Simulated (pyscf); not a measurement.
**Hydrogen shift: O=MoH(Cl)(Cl)–Cl → HO–Mo(Cl)(Cl)–Cl [singlet]**

Gas phase, singlet surface, charge 0. Bonds broken: Mo2–H6. Bonds formed: O1–H6. Single points on ωB97X-D3(BJ)/def2-SVP structures (PySCF, gas phase).

Transition state (Å):

```xyz
6

O      0.5199     0.5803     0.2736
Mo    -1.0330    -0.1621    -0.0149
Cl    -0.5049    -1.6930    -1.5617
Cl    -3.1054     0.3685    -0.7946
Cl    -1.6291    -0.7390     2.0656
H     -0.4078     1.3829    -0.2281
```

One imaginary mode, 1499i cm⁻¹; descent along it reached the two sides named.

| bond | change | reactant side (Å) | saddle | product side |
|---|---|---|---|---|
| Mo2–H6 | breaks | 1.658 | 1.680 | 2.564 |
| O1–H6 | forms | 2.6 | 1.325 | 0.968 |

Electronic energies relative to the reactant's lowest minimum found (kJ/mol):

| level | barrier | reaction energy | reverse barrier |
|---|---|---|---|
| ωB97X-D3(BJ)/def2-TZVP | 159.4 | +13.5 | 145.9 |
| r²SCAN/def2-TZVP | 163.1 | +71.8 | 91.3 |
| B3LYP-D3(BJ)/def2-TZVP | 156.2 | +32.3 | 123.9 |
| PBE0-D3(BJ)/def2-TZVP | 155.5 | +32.7 | 122.8 |
| M06-2X/def2-TZVP | 145.5 | -12.2 | 157.6 |
| ωB97M-D3(BJ)/def2-TZVP | 153.4 | +5.3 | 148.2 |
| HF/def2-TZVP | 128.7 | -150.7 | 279.5 |

With ωB97M-D3(BJ)/def2-TZVP energies and thermal terms (ideal gas, 1 atm, RRHO with modes under 100 cm⁻¹ raised to 100, one conformer, R ln 2 for chiral ones without a mode under 150 cm⁻¹), in kJ/mol:

```tsv
T (K)	ΔH‡	ΔG‡	ΔH	ΔG
298	146.9	146.1	+10.4	+5.3
600	145.9	145.6	+12.1	-0.7
900	144.1	145.8	+12.5	-7.2
1200	142.1	146.7	+12.1	-13.8
```

The other spin state of HO–Mo(Cl)(Cl)–Cl [singlet] is not in these data. This is the saddle that the search found; another between the same sides may lie lower. A restricted singlet here is unstable towards spin polarisation, as is usual where a triplet lies low; its energy is less safe. Elements past Kr carry the def2 core potentials, without spin-orbit coupling.
